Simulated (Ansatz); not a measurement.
A run for Ansatz (an electronic-structure program): R-PBE0/def2-TZVPP on H2OSe (SMILES O[SeH]), a point of a torsion scan.

Ansatz 0.2 input:
```yaml
crystal:
  periodic: [false, false, false]
  atoms:
    - {symbol: O, position_ang: [-0.94717264, 0.29291565, 0.27803833]}
    - {symbol: Se, position_ang: [0.75368581, 0.68434977, -0.18857771]}
    - {symbol: H, position_ang: [-1.30034501, -0.39023727, -0.29955318]}
    - {symbol: H, position_ang: [0.46095546, 1.12291305, -1.55595310]}
basis:
  gaussian:
    orbitals: def2-TZVPP
hamiltonian:
  xc: {name: PBE0}
scf: {lower_state_search: off}
```

Output:

```
WARN ansatz: RAYON_NUM_THREADS=1 ignored (pool sized by the plan → 1); use --threads N
Functional definition: PBE0
these checks for a lower state are left out or cut short: stability, starts, cluster_reference, orbital_swaps, neighbouring_geometries, increment
integrals: 0.03 GiB planned
681 factors; their error is unknown
mean field: 0.29 GiB planned
mean field evaluation 1: about -67415.4867 eV, gradient 4.7e1 eV
mean field evaluation 2: about -67404.3530 eV, gradient 8.9e1 eV
mean field evaluation 4: about -67419.0253 eV, gradient 1.9e0 eV
mean field evaluation 8: about -67419.4555 eV, gradient 9.4e-2 eV
mean field evaluation 16: about -67419.4555 eV, gradient 4.4e-6 eV
mean field -67419.45548274 eV, -2477.6192904424 hartree, gradient 4.4e-6 eV, S^2 0.000000; 0 other end points of the search recorded, 0 dependent functions left out
reference -67419.45550314 eV, -2477.6192911922 hartree; 22, 22 occupied and 85, 85 virtual orbitals, 681 factors
Total energy: -67419.45550314 eV, -2477.6192911922 hartree
Checks for a lower state left out: stability, starts, cluster_reference, orbital_swaps, neighbouring_geometries, increment
```

The calculation finished and met its thresholds.

Cost: very roughly 0.8 core-seconds.
